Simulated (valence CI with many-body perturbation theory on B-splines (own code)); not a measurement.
# Hg48+: input, log and results

Calculated by valence CI with perturbative core correlation (CI+MBPT): four valence electrons over a frozen Dirac-Fock core [Ar] 3d10, radial functions for each j: 11 s, 11 p, 9 d, 7 f, 5 g, 2 h, 1 i, with the one-electron correlation potential Σ1 (screened to all orders), the two-electron term Σ2, the three-electron term Σ3, Breit, model QED; selected single and double excitations, second order for the rest (own B-spline code, finite nucleus).

Command, and the settings that its task file holds:

```sh
python run_cv.py task.json out
```

```
atom Hg  Z=80  mass_number=202  rms_radius_fm=5.4648
core [Ar] 3d10
valence 4s2 4p2
avg = 1
basis = L
breit = 1
cap = 40000
capref = 1200
cscale = 1
de = 0.0
dress = 0
eps = 2e-08
h = 0.27
hh = 1
l2 = 3
lcore = 6
maxit = 60
n2 = 5
natural = 1
nlev = 60
nno = [7, 7, 6, 5, 4, 2, 1]
nroot = 26
nsp = [4, 4, 3, 2, 1, 0, 0]
pt2 = 1
qed = 1
rpa = 1
s1 = 1
s2 = 1
s3 = 1
screen = 1
tol = 2e-05
```

Task: Roughly how long does this run take on one core of Intel(R) Xeon(R) 6975P-C (Granite Rapids), and how much memory?

Result: 3.2 min on 1 thread of Intel(R) Xeon(R) 6975P-C (Granite Rapids), on a shared host, peak memory 1.1 GiB.

Log. The first blocks belong to the next ion, which gives the ionisation energy. Fields: 2J, parity (1 odd), roots, reference size, generating configurations, candidates as configurations/state functions, variational space P, stored matrix elements, Davidson steps; e2 is the range of second-order energies in hartree. The first line gives the box (bohr), its intervals, the orbitals and the steps of their self-consistent field. Window is the range of levels sought, series limit the energy at which the first omitted orbital would enter, core excitation an estimate of the first excitation out of the core, left out the lowest levels not solved, and shifts from estimates the range by which levels moved from their first estimate, all in cm⁻¹.

```
rmax 3.0 intervals 57 orbitals 81 references ['4s2 4p2', '4s 4p3', '4s2 4p 4d', '4p4', '4s 4p2 4d'] scf 3 t 0.9
2J=1 par=1 roots 2 ref 23 generators 6 cand 6488/9957 P 1690/2501 nnz 1.1e+06 it 5
2J=1 par=1 roots 2 ref 23 generators 9 cand 4817/7479 P 2311/3473 nnz 2e+06 it 4
   second order: generators 14 cand 6963/10804 e2 -0.00002 -0.00001
reference levels 694, estimated 219, window 5028648 1/cm; series limit 14490183, core excitation 15885002
2J=0 par=0 roots 7 ref 34 generators 18 cand 25293/47847 P 5123/7999 nnz 4.5e+06 it 5
2J=0 par=0 roots 7 ref 34 generators 26 cand 25923/53363 P 9227/15513 nnz 1.4e+07 it 5
   second order: generators 35 cand 24677/52877 e2 -0.00006 -0.00000
2J=2 par=0 roots 10 ref 70 generators 14 cand 24783/112213 P 2392/7998 nnz 6.2e+06 it 7
2J=2 par=0 roots 10 ref 70 generators 26 cand 31610/157036 P 9131/35435 nnz 8.5e+07 it 8
   second order: generators 31 cand 27782/142518 e2 -0.00010 -0.00002
2J=4 par=0 roots 15 ref 106 generators 25 cand 32488/206696 P 2396/7997 nnz 5.9e+06 it 7
2J=4 par=0 roots 15 ref 106 generators 40 cand 35223/242824 P 9214/39994 nnz 9.8e+07 it 8
   second order: generators 53 cand 35379/273653 e2 -0.00037 -0.00006
2J=4 par=1 roots 9 ref 57 generators 18 cand 25238/141334 P 2317/7997 nnz 6.2e+06 it 7
2J=4 par=1 roots 9 ref 57 generators 29 cand 33757/233760 P 9118/38990 nnz 9.7e+07 it 7
   second order: generators 52 cand 35374/265714 e2 -0.00014 -0.00003
2J=2 par=1 roots 8 ref 44 generators 18 cand 26210/116200 P 2866/7998 nnz 5.9e+06 it 5
2J=2 par=1 roots 8 ref 44 generators 30 cand 29919/147757 P 8788/29683 nnz 5.9e+07 it 6
   second order: generators 45 cand 28298/148836 e2 -0.00013 -0.00003
2J=6 par=1 roots 5 ref 53 generators 15 cand 28375/177409 P 2381/7998 nnz 5.9e+06 it 5
2J=6 par=1 roots 5 ref 53 generators 28 cand 34014/270054 P 8451/37351 nnz 9e+07 it 6
   second order: generators 42 cand 33531/286155 e2 -0.00018 -0.00006
2J=0 par=1 roots 3 ref 16 generators 10 cand 18722/33470 P 4565/7265 nnz 4.4e+06 it 4
2J=0 par=1 roots 3 ref 16 generators 17 cand 18744/36764 P 6408/10337 nnz 7.6e+06 it 5
   second order: generators 26 cand 25918/53071 e2 -0.00006 -0.00002
2J=6 par=0 roots 11 ref 96 generators 17 cand 32758/246587 P 2027/8000 nnz 6.3e+06 it 10
2J=6 par=0 roots 11 ref 96 generators 28 cand 34214/269803 P 7835/40000 nnz 9.9e+07 it 10
   second order: generators 45 cand 40874/355315 e2 -0.00059 -0.00017
2J=8 par=1 roots 2 ref 37 generators 7 cand 24473/162424 P 2018/7999 nnz 6.5e+06 it 5
2J=8 par=1 roots 2 ref 37 generators 11 cand 28878/203007 P 5178/23386 nnz 4.7e+07 it 5
   second order: generators 25 cand 35672/302990 e2 -0.00015 -0.00009
2J=8 par=0 roots 6 ref 82 generators 12 cand 27408/195412 P 2298/7997 nnz 6.1e+06 it 5
2J=8 par=0 roots 6 ref 82 generators 29 cand 32999/267066 P 8053/39998 nnz 1e+08 it 10
   second order: generators 38 cand 32869/298398 e2 -0.00035 -0.00009
2J=10 par=0 roots 2 ref 47 generators 6 cand 19490/139759 P 2076/7995 nnz 7.9e+06 it 4
2J=10 par=0 roots 2 ref 47 generators 12 cand 23724/171349 P 5006/24075 nnz 5.6e+07 it 5
   second order: generators 23 cand 31813/255552 e2 -0.00011 -0.00010
left out: unestimated 7278010, estimated 5438904, shifts from estimates -12 to 110
operators 2.9
```

The Davidson iterations converged.

No measured spectrum was set against this ion. As an estimate, large intervals hold to a few tenths of a per cent, small ones and those within an open d or f shell to about a per cent.

- Valence energy: -426.3503 hartree
- Ionisation energy: 2747.9 eV (NIST: 2745 ± 4 eV (theoretical))
- Reference configurations for the orbitals: 4s2 4p2, 4s 4p3, 4s2 4p 4d, 4p4, 4s 4p2 4d
- Radial orbitals: 81
- Box radius: 3.047 bohr
- Largest variational space: 40000
- Lowest levels: (4s^2 4p1/2^2) J=0 0.00, (4s^2 4p1/2 4p3/2) J=1 1138.3, (4s^2 4p1/2 4p3/2) J=2 1177.0, (4s 4p1/2^2 4p3/2) J=2 2041.1, (4s 4p1/2^2 4p3/2) J=1 2173.4, (4s^2 4p3/2^2) J=2 2344.8, (4s^2 4p3/2^2) J=0 2428.2, (4s^2 4p1/2 4d3/2) J=2 2545.1, (4s^2 4p1/2 4d3/2) J=1 2712.9, (4s^2 4p1/2 4d5/2) J=2 2869.3, (4s^2 4p1/2 4d5/2) J=3 2879.9, (4s 4p1/2 4p3/2^2) J=2 [a] 3159.7, (4s 4p1/2 4p3/2^2) J=3 3233.4, (4s 4p1/2 4p3/2^2) J=0 3281.8 × 10³ cm⁻¹

Levels are named by their leading jj configuration (3d3/2^4 stands for four electrons in 3d with j = 3/2), which in mixed levels can hold well under half, so a name can repeat and another be missing. Letters in brackets count levels of one name in rising energy.
